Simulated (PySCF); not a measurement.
Task: What does the PBE0-D3(BJ)/def2-SVP structure of InChI=1S/C2H9BOSi/c1-3-4-2-5/h3H,2H2,1,5H3 look like in three dimensions?

Result: 
Z-matrix in Å and degrees, rows numbered from 1:
```
C 
B   1  1.5745
O   2  1.3529  1  123.30
C   3  1.4130  2  124.48  1     1.22
Si  4  1.9027  3  111.07  2    97.08
H   1  1.0985  2  112.42  3  -176.97
H   1  1.1050  2  110.65  3    62.72
H   1  1.1037  2  111.66  3   -55.32
H   2  1.2129  1  123.07  3  -179.48
H   4  1.1029  3  107.89  2  -143.82
H   4  1.1042  3  112.04  2   -26.58
H   5  1.4919  4  109.90  3    58.21
H   5  1.4940  4  109.71  3   -61.87
H   5  1.4953  4  109.03  3   178.33
```

O3 (boron-bound oxygen) is bent (angle 124.5°). B2 (three-coordinate boron) is planar (angles 123.3°, 123.1° and 113.6°, sum 360.0°, 0.00 Å off the plane of its three neighbours). Of the pairs four or more bonds apart, C1···H11 is among the closest relative to their van der Waals radii: 2.63 Å, 91 % of the sum of Bondi's values. Si5 (SiH3 silicon) is tetrahedral (angles from 109.0° to 109.9°).

Theory: PySCF, PBE0-D3(BJ)/def2-SVP geometry optimisation, gas phase.

Point group: C1 (no symmetry element, even within 0.4 Å). No frequency check. One conformer, not necessarily the lowest (C1–B2–O3–C4 1°, B2–O3–C4–Si5 97°).
